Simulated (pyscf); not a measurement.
**HC⁻=CH–NH₂ (SMILES [CH-]=CN), singlet**

Gas-phase minimum from PySCF at ωB97X-D3(BJ)/def2-SVPD, one conformer. HC⁻=CH–NH₂ lies 30.1 kcal/mol over its isomer H₂C=CH–NH⁻, and others may lie lower still (electronic energy, ωB97M-D3(BJ)). 

```
C
C 1 1.3432
H 1 1.1116 2 127.06
H 2 1.1158 1 107.84 3 -0.12
N 1 1.4657 3 109.92 2 -177.06
H 5 1.0210 1 109.78 3 -66.28
H 5 1.0212 6 106.33 1 112.39
```
Charge -1, spin multiplicity 1.

Properties at ωB97X-D3(BJ)/def2-SVPD:

| Quantity | Result |
|---|---|
| Harmonic wavenumbers, unscaled | 313, 518, 654, 908, 953, 990, 1075, 1216, 1317, 1585, 1625, 2909, 2974, 3472, 3563 cm⁻¹ |
| Zero-point energy | 34.4 kcal/mol |
| Rotational symmetry number | 1 |
| Entropy of this conformer at 298 K and 1 atm, rigid rotor and harmonic oscillator, modes under 100 cm⁻¹ raised to 100 | 257.4 J/(mol K) |
| Dipole moment | depends on origin |

Single-point totals, which compare only within one level (frozen core for MP2 and CC):

| level | total energy (hartree) |
|---|---|
| ωB97X-D3(BJ)/def2-TZVPD | -133.39431 |
| PBE/def2-TZVPD | -133.17049 |
| r²SCAN/def2-TZVPD | -133.25653 |
| B3LYP-D3(BJ)/def2-TZVPD | -133.35373 |
| PBE0-D3(BJ)/def2-TZVPD | -133.17751 |
| M06-2X/def2-TZVPD | -133.27586 |
| ωB97M-D3(BJ)/def2-TZVPD | -133.37856 |
| HF/def2-TZVPPD | -132.45108 |
| MP2/def2-TZVPPD | -133.01376 |
| CCSD/def2-TZVPPD | -133.03386 |
| CCSD(T)/def2-TZVPPD | -133.06215 |

The CCSD(T) − MP2 part came from Ansatz, without density fitting, on the same reference.
